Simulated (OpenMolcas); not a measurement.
## Ni V: Racah parameters, the spin-orbit constant, worked from levels

| Property | Result |
| --- | --- |
| Program | OpenMolcas 26.06 |
| Basis | ANO-RCC-VTZP [6s5p3d2f1g] |
| Scalar Hamiltonian | DKH2, point nucleus |
| Active space | 6 electrons in 10 orbitals (3d 4d) |
| State averaging | 2S+1 = 5 even, 5 roots; 2S+1 = 3 even, 45 roots; 2S+1 = 1 even, 44 roots |
| Spin-orbit coupling | state interaction with AMFI integrals over the reference wave functions, term energies averaged over their components |

Methods: CASSCF; MS-CASPT2, IPEA 0.25 Eh, imaginary shift 0.1 Eh (closed shells correlated: 3s 3p). Measured levels: Corliss and Sugar, J. Phys. Chem. Ref. Data 10, 197 (1981).

**Racah parameters.** Above 5D, d6 has 3G at 9B + 4C, 3H at 4B + 4C and 3D at 16B + 4C. The first two fix B and C, and the third tests them; where it misses by thousands of cm-1, two parameters do not describe the configuration (Trees and configuration-interaction terms are left out) and B and C hang on the terms chosen. Term energies are centres of gravity, weighted by 2J + 1.

```json
{"Source": "CASSCF", "3G": "36393", "3H": "28560", "B": "1567", "C": "5573", "C/B": "3.56", "3D from B, C": "47364", "3D found": "46468"}
{"Source": "MS-CASPT2", "3G": "33935", "3H": "27555", "B": "1276", "C": "5613", "C/B": "4.40", "3D from B, C": "42868", "3D found": "41974"}
{"Source": "measured", "3G": "32972", "3H": "26617", "B": "1271", "C": "5383", "C/B": "4.24", "3D from B, C": "41868", "3D found": ""}
```

Energies in cm-1. From CASSCF to MS-CASPT2, B changes by -18.6 % and C by +0.7 %. Against the measured terms, MS-CASPT2 has B off by +0.4 % and C by +4.3 %.

**The spin-orbit constant.** For the Hund term 5D of d6, E(J) = (A/2) J(J+1) + constant and ζ = -2S·A = -4A. From J = 0 to J = 4 the energy changes by 10 A.

```
   Source  E(4) - E(0)       A    ζ
   CASSCF      -1917.2  -191.7  767
MS-CASPT2      -1908.0  -190.8  763
 measured      -2057.6  -205.8  823
```

All in cm-1. MS-CASPT2 is off by -7.3 % and CASSCF by -6.8 %. Both methods take the spin-orbit matrix elements from the reference wave functions, so the second can move ζ only through the term energies and any multistate remixing. Second-order mixing with other terms is absorbed into this ζ.

CASPT2 breaks the degeneracy within a term, and the mean is taken; among the terms shown or strongly mixed into the levels shown the widest spread is 170 cm-1 (3d6 3H, MS-CASPT2). Active for correlation alone: 4d; no level in the range computed is led by a configuration that fills it, so any true level of that kind is missing. Without dynamic correlation excited terms often stand tens of per cent too high (terms of higher spin than the ground term too low), and those without a measured partner can miss by more than the paired ones (holds for CASSCF). Computed and measured levels are paired by configuration, term and J; levels that our copy of the source lacks, or whose pairing is in doubt (as where it misses far off the trend of its configuration), stay unpaired and out of the deviations. Levels of configurations outside the active space are missing.
